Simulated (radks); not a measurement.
Polarisability of the manganese ion Mn6+, [Ar] 3d1, at imaginary frequency. Calculated with a radial shooting solver on a logarithmic mesh with Libxc functionals: non-relativistic Kohn-Sham, LDA (Slater exchange, Perdew-Wang correlation), spin-polarised, spherical densities, point nucleus; open shells are filled with parallel spins first. Response by self-consistent Sternheimer equations with the Hartree and adiabatic LDA kernel.

w (hartree),alpha1(iw) (bohr^3)
0.00266,0.7426
0.0143,0.7426
0.0360,0.7424
0.0697,0.7420
0.118,0.7410
0.186,0.7387
0.280,0.7337
0.413,0.7236
0.605,0.7033
0.892,0.6629
1.35,0.5859
2.12,0.4549
3.59,0.2798
6.94,0.1203
17.5,0.02991

Static values: alpha1 = 0.7426 bohr^3 (0.1100 angstrom^3; uncoupled 1.126). C6 = 1.151, triple-dipole C9 = 0.6184 atomic units. One-pole (London) frequency 4 C6 / (3 alpha1^2) = 2.783 hartree, against 3.961 for minus the highest occupied eigenvalue. The dipole shielding factor is 0.760, as the force sum rule N/Z = 0.760 demands.
